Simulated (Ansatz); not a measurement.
Consider the substitution at a C–C bond: `CC(F)C[SiH3]` + H–F → `FC(F)C[SiH3]` + CH₄.

Isolated molecules relaxed with PBE0-D4/def2-TZVP in Ansatz; ΔE leaves out vibrations. CCSD(T)/CBS is the MP2 limit (def2-TZVPP, def2-QZVPP) plus CCSD(T) − MP2 in def2-TZVPP, frozen cores. This one scheme is used for every species. DFT in def2-TZVPP. One conformer a species, not always the lowest.

Is it downhill or uphill in electronic energy at CCSD(T)/CBS, and by how much? (Best estimate.)

Computed: Uphill: ΔE = +3.0 kcal/mol.

What do these levels give: revPBE-D4, ωB97M-V, r2SCANh, MP2/def2-TZVPP, CCSD/def2-TZVPP, HF/def2-QZVPP? (Best estimate.)

Ansatz gave: revPBE-D4 0.9, ωB97M-V -0.3, r2SCANh -1.5, MP2/def2-TZVPP 3.2, CCSD/def2-TZVPP 1.3, HF/def2-QZVPP -3.2 kcal/mol.

What do rigid-rotor, harmonic-oscillator terms from PBE0-D4/def2-TZVP frequencies (298.15 K, 1 bar) make of the CCSD(T)/CBS value? (An estimate is asked.)

The calculation gave: ΔZPE = 0.0 kcal/mol, ΔH = +2.8 kcal/mol, ΔS = 2 J/(mol·K), ΔG = +2.7 kcal/mol.

Largest T1 diagnostic among the species: 0.011.

Leaving LDA and LC-ωPBE aside and taking each functional with its dispersion term where it has one, the values, not all of them listed here, spread over 3.2 kcal/mol, from B97M-V to PBE-QIDH. LDA lies +1.1 kcal/mol from PBE without D4. From BLYP to BHLYP (50 % exact exchange), in def2-TZVPP and without D4, ΔE moves by +1.5 kcal/mol.
